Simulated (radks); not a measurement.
Question: Radial electron density D(r) = 4 pi r^2 rho(r) of an atom or ion with 23 electrons. All-electron calculation, scalar-relativistic Kohn-Sham, exchange-only r2SCAN, spin-unpolarised, spherical densities, finite nucleus; meta-GGA in the generalised Kohn-Sham scheme; Fermi nuclear charge, rms radius of each element as measured or else 0.836 A^(1/3) + 0.57 fm. Program: a radial shooting solver on a logarithmic mesh with Libxc functionals.

```
   r/bohr * D(r) (the largest magnitude, 34.9, reaches the edge; | marks zero)
 0.008262 |          *
  0.01076 |                *
  0.01401 |                      *
  0.01824 |                               *
  0.02375 |                                       *
  0.03093 |                                              *
  0.04027 |                                                 *
  0.05244 |                                              *
  0.06828 |                                         *
  0.08891 |                                      *
   0.1158 |                                          *
   0.1507 |                                                   *
   0.1963 |                                                      *
   0.2556 |                                            *
   0.3328 |                           *
   0.4334 |                   *
   0.5643 |                      *
   0.7348 |                        *
   0.9568 |                 *
    1.246 |        *
    1.622 |  *
    2.112 |*
    2.751 |*
    3.582 *
    4.664 *
    6.073 *
```

What is the nuclear charge?

Answer: Z = 26. The innermost maximum, from 1s, lies near gamma/Z bohr with gamma = sqrt(1 - (Z/c)^2) = 0.982, here 0.0378 bohr (found: 0.0406), and its height grows with Z. The density is that of the iron ion Fe3+ in [Ar] 3d4 4s1; the configuration itself is not fixed sharply by these data, and Z only to about a unit. D(r) has 3 maxima, at r = 0.0406, 0.186, 0.684 bohr, and minima at 0.0889, 0.440 bohr, inside which lie 2.11, 10.60 electrons.
